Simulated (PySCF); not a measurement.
# Electron correlation in V³⁺ (vanadium, charge +3)

[Ar] 3d2, high-spin 3F determinant. All numbers are calculated (PySCF 2.14, scalar relativity by spin-free X2C-1e, in x2c-QZVPPall). Frozen: [Ar]; 2 electrons correlated.

With two correlated electrons CCSD is exact within the correlated space (frozen core and kept virtual orbitals).

```csv
level,correlation energy (mhartree)
CCSD,-5.64
```

Diagnostics: T1 = 0.00084, D1 = 0.0012, largest double amplitude 0.012.

Problem. Is a single reference adequate?

Solution. Yes: T1 lies below 0.03 and no double amplitude reaches 0.07.
